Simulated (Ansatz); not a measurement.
C2H5GaO. Charge 0, multiplicity 1. Correlated methods include outer-core shells of Ga, which these sets cover unevenly. Scalar relativity is left out up to krypton. The bonds changed during the relaxation, so this is another structure than the one it started from.

```tsv
atom	x (Å)	y (Å)	z (Å)
C1	0.590	-0.169	0.310
C2	-0.885	-0.451	0.109
Ga3	1.086	2.307	-1.563
O4	1.030	0.914	-0.446
H5	0.785	0.028	1.373
H6	1.175	-1.060	0.043
H7	-1.485	0.415	0.399
H8	-1.202	-1.305	0.714
H9	-1.093	-0.679	-0.939
```

Question: Give the diagnostics of a CCSD(T)/def2-TZVPP run (frozen core, Ansatz). (Estimate.)

Answer: The calculation gave: T1 = 0.0156, largest single amplitude 0.038, largest double 0.083, (T) share of the correlation energy 3.9 %, 10 CCSD cycles. The RHF solution is stable towards an unrestricted one. T1 lies under the customary mark of 0.02 for closed shells.
